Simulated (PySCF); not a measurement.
Input and output of a core-ionisation job on `CS(=O)(=O)C1=CC1`.

The calculation used delta-SCF UKS SCAN, pcX-2 on the ionised atom, pcseg-1 elsewhere, spin-free X2C in PySCF 2.14.0.

Input of the driver that calls PySCF (job settings, then Cartesian coordinates in Å):

```
{"job": {"kind": "xps"}, "charge": 0, "multiplicity": 1}
C     -1.8555     0.4871    -0.4171
S     -0.8574    -0.7265     0.4170
O     -1.0752    -0.5766     1.8506
O     -1.0415    -2.0079    -0.2478
C      0.7799    -0.1845     0.1049
C      2.0038    -0.5424    -0.1347
C      1.8132     0.8829     0.3043
H     -2.8930     0.2034    -0.1920
H     -1.6649     0.4304    -1.4960
H     -1.6321     1.4798    -0.0070
H      2.7169    -1.3255    -0.3775
H      1.8903     1.6949    -0.4335
H      2.1038     1.1726     1.3253
```

Output:

```
ground state, core basis on atom 0 (C), 163 functions
  cycle   1  E = -705.21936998  |g| = 1.10e+00
  cycle   2  E = -704.06428564  |g| = 2.64e+00
  cycle   3  E = -705.43078369  |g| = 3.28e-01
  cycle   4  E = -705.45579311  |g| = 1.26e-01
  cycle   5  E = -705.45836042  |g| = 7.31e-02
  cycle   6  E = -705.45972029  |g| = 1.37e-02
  cycle   7  E = -705.45976074  |g| = 4.14e-03
  cycle   8  E = -705.45976729  |g| = 1.78e-03
  cycle   9  E = -705.45976587  |g| = 1.03e-03
  cycle  10  E = -705.45976606  |g| = 2.92e-04
  E(ground) = -705.49692627 Eh
hole in C 1s of atom 0
  cycle   1  E = -694.16494117  |g| = 1.51e+00
  cycle   2  E = -693.06380124  |g| = 2.06e+00
  cycle   3  E = -694.53977544  |g| = 6.77e-01
  cycle   4  E = -694.62183709  |g| = 5.28e-01
  cycle   5  E = -694.73125414  |g| = 1.09e-01
  cycle   6  E = -694.73543124  |g| = 6.16e-02
  cycle   7  E = -694.73694875  |g| = 2.54e-02
  cycle   8  E = -694.73722492  |g| = 1.08e-02
  cycle   9  E = -694.73726105  |g| = 6.66e-03
  cycle  10  E = -694.73728087  |g| = 1.83e-03
  cycle  11  E = -694.73728427  |g| = 8.86e-04
  cycle  12  E = -694.73728504  |g| = 3.53e-04
  E(ion) = -694.77404826 Eh   <S^2> = 0.7717   hole on atom = 1.000   binding energy = 291.784 eV
ground state, core basis on atom 1 (S), 174 functions
  cycle   1  E = -705.66189116  |g| = 4.14e-01
  cycle   2  E = -705.65949650  |g| = 1.38e-01
  cycle   3  E = -705.65043701  |g| = 2.45e-01
  cycle   4  E = -705.66270976  |g| = 3.83e-02
  cycle   5  E = -705.66302517  |g| = 9.31e-03
  cycle   6  E = -705.66304209  |g| = 3.37e-03
  cycle   7  E = -705.66304586  |g| = 8.12e-04
  cycle   8  E = -705.66304560  |g| = 3.86e-04
  E(ground) = -705.68166720 Eh
hole in S 1s of atom 1
  cycle   1  E = -613.23058958  |g| = 5.08e+00
  cycle   2  E = -611.01592258  |g| = 3.42e+00
  cycle   3  E = -611.41885708  |g| = 2.38e+00
  cycle   4  E = -614.12697822  |g| = 8.17e-01
  cycle   5  E = -614.21076348  |g| = 6.46e-01
  cycle   6  E = -614.41680289  |g| = 1.35e-01
  cycle   7  E = -614.41885488  |g| = 1.13e-01
  cycle   8  E = -614.42419314  |g| = 3.88e-02
  cycle   9  E = -614.42464277  |g| = 2.04e-02
  cycle  10  E = -614.42482632  |g| = 6.87e-03
  cycle  11  E = -614.42484903  |g| = 1.71e-03
  cycle  12  E = -614.42485032  |g| = 5.26e-04
  cycle  13  E = -614.42485031  |g| = 2.02e-04
  E(ion) = -614.43702397 Eh   <S^2> = 0.7519   hole on atom = 1.000   binding energy = 2482.893 eV
hole in S 2p of atom 1
  cycle   1  E = -698.80851909  |g| = 1.56e+00
  cycle   2  E = -696.90438945  |g| = 2.56e+00
  cycle   3  E = -698.89024164  |g| = 8.51e-01
  cycle   4  E = -699.15508392  |g| = 4.32e-01
  cycle   5  E = -699.22773928  |g| = 1.78e-01
  cycle   6  E = -699.24301837  |g| = 4.49e-02
  cycle   7  E = -699.24386715  |g| = 1.80e-02
  cycle   8  E = -699.24397447  |g| = 1.16e-02
  cycle   9  E = -699.24403790  |g| = 3.13e-03
  cycle  10  E = -699.24404114  |g| = 1.98e-03
  cycle  11  E = -699.24404194  |g| = 1.26e-03
  cycle  12  E = -699.24404278  |g| = 3.48e-04
  E(ion) = -699.27062837 Eh   <S^2> = 0.7539   hole on atom = 1.001   binding energy = 174.453 eV
  2p3/2 = 174.003 eV   2p1/2 = 175.234 eV
ground state, core basis on atom 2 (O), 163 functions
  cycle   1  E = -705.49226789  |g| = 1.15e-01
  cycle   2  E = -705.48853149  |g| = 1.55e-01
  cycle   3  E = -705.49204078  |g| = 7.74e-02
  cycle   4  E = -705.49308140  |g| = 2.05e-02
  cycle   5  E = -705.49318538  |g| = 4.13e-03
  cycle   6  E = -705.49318858  |g| = 1.69e-03
  cycle   7  E = -705.49318759  |g| = 4.25e-04
  E(ground) = -705.52600781 Eh
hole in O 1s of atom 2
  cycle   1  E = -684.89469527  |g| = 2.23e+00
  cycle   2  E = -683.88380518  |g| = 2.48e+00
  cycle   3  E = -685.43186964  |g| = 8.45e-01
  cycle   4  E = -685.45738035  |g| = 8.24e-01
  cycle   5  E = -685.72611197  |g| = 1.64e-01
  cycle   6  E = -685.73744219  |g| = 7.32e-02
  cycle   7  E = -685.73958896  |g| = 3.37e-02
  cycle   8  E = -685.74015478  |g| = 9.64e-03
  cycle   9  E = -685.74019784  |g| = 3.35e-03
  cycle  10  E = -685.74020419  |g| = 1.17e-03
  cycle  11  E = -685.74020614  |g| = 6.78e-04
  cycle  12  E = -685.74020701  |g| = 4.21e-04
  E(ion) = -685.77387914 Eh   <S^2> = 0.7656   hole on atom = 1.000   binding energy = 537.483 eV
ground state, core basis on atom 4 (C), 163 functions
  cycle   1  E = -705.46194271  |g| = 9.80e-02
  cycle   2  E = -705.45590187  |g| = 1.90e-01
  cycle   3  E = -705.46298342  |g| = 3.09e-02
  cycle   4  E = -705.46307410  |g| = 2.36e-02
  cycle   5  E = -705.46318413  |g| = 2.94e-03
  cycle   6  E = -705.46318395  |g| = 9.98e-04
  cycle   7  E = -705.46318165  |g| = 4.27e-04
  E(ground) = -705.50111061 Eh
hole in C 1s of atom 4
  cycle   1  E = -694.16448548  |g| = 1.53e+00
  cycle   2  E = -691.22636146  |g| = 2.74e+00
  cycle   3  E = -694.27045050  |g| = 1.01e+00
  cycle   4  E = -694.65954526  |g| = 4.73e-01
  cycle   5  E = -694.73992378  |g| = 1.87e-01
  cycle   6  E = -694.75034150  |g| = 1.07e-01
  cycle   7  E = -694.75488654  |g| = 3.14e-02
  cycle   8  E = -694.75538348  |g| = 1.00e-02
  cycle   9  E = -694.75549685  |g| = 5.77e-03
  cycle  10  E = -694.75554885  |g| = 3.89e-03
  cycle  11  E = -694.75558720  |g| = 3.32e-03
  cycle  12  E = -694.75560284  |g| = 1.60e-03
  cycle  13  E = -694.75560759  |g| = 8.57e-04
  cycle  14  E = -694.75560896  |g| = 3.10e-04
  E(ion) = -694.79199561 Eh   <S^2> = 0.8211   hole on atom = 1.000   binding energy = 291.410 eV
ground state, core basis on atom 5 (C), 163 functions
  cycle   1  E = -705.46254882  |g| = 6.18e-02
  cycle   2  E = -705.46154621  |g| = 6.87e-02
  cycle   3  E = -705.46216407  |g| = 4.77e-02
  cycle   4  E = -705.46272904  |g| = 7.80e-03
  cycle   5  E = -705.46274056  |g| = 1.66e-03
  cycle   6  E = -705.46274092  |g| = 6.36e-04
  cycle   7  E = -705.46274133  |g| = 2.26e-04
  E(ground) = -705.49986107 Eh
hole in C 1s of atom 5
  cycle   1  E = -694.16322382  |g| = 1.51e+00
  cycle   2  E = -691.71260290  |g| = 2.46e+00
  cycle   3  E = -694.30605668  |g| = 9.71e-01
  cycle   4  E = -694.61291869  |g| = 5.78e-01
  cycle   5  E = -694.72977965  |g| = 2.31e-01
  cycle   6  E = -694.75207731  |g| = 7.07e-02
  cycle   7  E = -694.75346101  |g| = 4.74e-02
  cycle   8  E = -694.75441827  |g| = 1.41e-02
  cycle   9  E = -694.75457206  |g| = 8.98e-03
  cycle  10  E = -694.75463975  |g| = 4.14e-03
  cycle  11  E = -694.75468342  |g| = 3.30e-03
  cycle  12  E = -694.75469626  |g| = 1.51e-03
  cycle  13  E = -694.75469845  |g| = 7.05e-04
  cycle  14  E = -694.75469963  |g| = 1.84e-04
  E(ion) = -694.79060214 Eh   <S^2> = 0.8249   hole on atom = 1.000   binding energy = 291.414 eV
ground state, core basis on atom 6 (C), 163 functions
  cycle   1  E = -705.46087878  |g| = 5.87e-02
  cycle   2  E = -705.46054118  |g| = 4.06e-02
  cycle   3  E = -705.46035861  |g| = 4.85e-02
  cycle   4  E = -705.46095920  |g| = 1.08e-02
  cycle   5  E = -705.46098433  |g| = 1.65e-03
  cycle   6  E = -705.46098502  |g| = 4.73e-04
  E(ground) = -705.49782944 Eh
hole in C 1s of atom 6
  cycle   1  E = -694.17006290  |g| = 1.51e+00
  cycle   2  E = -692.82073710  |g| = 2.20e+00
  cycle   3  E = -694.56227703  |g| = 6.39e-01
  cycle   4  E = -694.57153385  |g| = 6.49e-01
  cycle   5  E = -694.73270759  |g| = 1.58e-01
  cycle   6  E = -694.73930756  |g| = 1.05e-01
  cycle   7  E = -694.74380132  |g| = 3.06e-02
  cycle   8  E = -694.74417059  |g| = 1.03e-02
  cycle   9  E = -694.74420396  |g| = 7.10e-03
  cycle  10  E = -694.74423294  |g| = 1.95e-03
  cycle  11  E = -694.74423669  |g| = 1.12e-03
  cycle  12  E = -694.74423732  |g| = 4.20e-04
  E(ion) = -694.77987274 Eh   <S^2> = 0.7727   hole on atom = 1.000   binding energy = 291.650 eV
```

Atoms in this output count from 0. The cycles run on a coarser grid; E(ground) and E(ion) are re-evaluated on a finer one, so they differ from the last cycles. The 2p3/2 and 2p1/2 values come from a spin–orbit splitting computed afterwards within the 2p shell; their 2:1 mean is the average over the three 2p orbitals, so it can differ from the printed binding energy of the one hole solved. The run used up to 174 basis functions and 134 SCF iterations in all.

Time: 57 s wall. Hardware: one thread, Arm Neoverse V1, on a shared host.

Binding energies (atoms from 0): C1s of atom 0 291.78 eV; S1s of atom 1 2482.89 eV; S2p of atom 1 174.41 eV (mean of the shell); O1s of atom 2 537.48 eV; C1s of atom 4 291.41 eV; C1s of atom 5 291.41 eV; C1s of atom 6 291.65 eV.

Isolated species at its PBE0-D3(BJ)/def2-SVP geometry (one conformer only).
